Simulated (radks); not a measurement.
Values are calculated unless marked as measured or tabulated.
Spherical jellium clusters: N electrons in a uniform positive sphere of charge N and radius rs N^(1/3), rs = 2.92 bohr. Level of theory: non-relativistic Kohn-Sham, LDA (Slater exchange, Perdew-Wang correlation), spin-polarised, spherical densities (a radial shooting solver with Libxc functionals). Levels are named by radial order and angular momentum (1s, 1p, 1d, 2s, ...), and open shells are averaged over m.

N = 30, configuration 1s2 1p6 1d10 2s2 1f(up 7, down 3). This is the lowest configuration that the search found. Occupied and some empty levels:

level,occupation,eigenvalue (eV),<r> (bohr)
1s up,1,-8.0037,5.242
1s down,1,-7.8449,5.078
1p up,3,-6.7247,6.411
1p down,3,-6.4846,6.332
1d up,5,-5.2100,7.205
1d down,5,-4.9329,7.186
2s up,1,-4.7244,6.038
2s down,1,-4.5672,6.141
1f up,7,-3.4882,7.887
1f down,3,-3.2031,7.917
2p up,0,-2.7575,7.285
2p down,0,-2.6126,7.357
1g up,0,-1.6192,8.621
1g down,0,-1.3506,8.717
2d up,0,-1.0193,9.416
2d down,0,-0.89166,9.620

Energy (eV): total -46.4470, kinetic 94.054, external -3176.1, Hartree 1559.7, exchange-correlation -143.60, background 1619.5.
